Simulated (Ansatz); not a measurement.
System: SnBr, net charge 0, doublet state. 
Coordinates optimised at B3LYP-D3(BJ)/def2-TZVP (Ansatz, a program for electronic structure):
```
Sn
Br 1 2.5465
```
Charge 0, spin multiplicity 2.

Basis-set convergence of Hartree-Fock and CCSD(T) correlation energies (hartree) with Ansatz. Valence correlation only, unless marked. Open shells are spin-unrestricted. No spin-orbit coupling. The frozen core is the preceding noble-gas configuration, with the filled d and f shells of earlier blocks. In def2 rows, elements after Kr have scalar-relativistic effective core potentials.

```csv
basis,functions,E(HF),"E(corr, CCSD(T))"
def2-SVP,58,-2785.50008,-0.19110
def2-TZVPP,98,-2785.82343,-0.25166
def2-QZVPP,171,-2785.87427,-0.27506
```

Extrapolating the two largest sets (X = 3 and 4) as X^-3: E(corr) = (64·(-0.27506) - 27·(-0.25166))/37 = -0.2921 Eh, an estimate of the basis-set limit. The largest set recovers 94.2 % of it, the smallest 65.4 %.
